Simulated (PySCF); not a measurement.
strontium atom (Sr), singlet (core potentials on Sr). Base run: PBE0/def2-TZVP, polarisability run with PySCF.

Here is a job for PySCF.
```python
from pyscf import gto, scf, dft
from pyscf.prop import polarizability

mol = gto.Mole()
mol.atom = '''
    Sr    0.00000000    0.00000000    0.00000000
'''
mol.basis = 'def2-tzvp'
mol.ecp = {'Sr': 'def2-tzvp'}
mol.verbose = 4
mol.build()

mf = dft.RKS(mol)
mf.xc = 'pbe0'
mf.kernel()
alpha = mf.Polarizability().polarizability()[2, 2]
print('alpha_zz =', alpha)
```

The base run was repeated with changes; each row names its change, and settings that it needs were set with it.

```csv
change,alpha_zz (bohr³),basis functions
base,203.57,33
finite field (a.u.) = 0.001; conv_tol = 1e-11,203.60,33
finite field (a.u.) = 2e-4; conv_tol = 1e-6,203.57,33
finite field (a.u.) = 0.005; conv_tol = 1e-11,204.38,33
basis = def2-TZVPD,203.57,33
functional = hf,?,33
functional = camb3lyp,189.31,33
basis = def2-SVP,198.89,23
finite field (a.u.) = 0.02; conv_tol = 1e-11,211.95,33
finite field (a.u.) = 0.05; conv_tol = 1e-11,209.26,33
"functional = lda,vwn",?,33
basis = def2-SVPD,202.14,26
```

Q: Complete the blanks.

A: 
- functional = hf, alpha_zz (bohr³): 230.65
- functional = lda,vwn, alpha_zz (bohr³): 177.86

Finite-field rows take the second difference of the energy in a field along z; a small field with loose convergence shows SCF noise divided by the square of the field, and a large one adds hyperpolarisability.
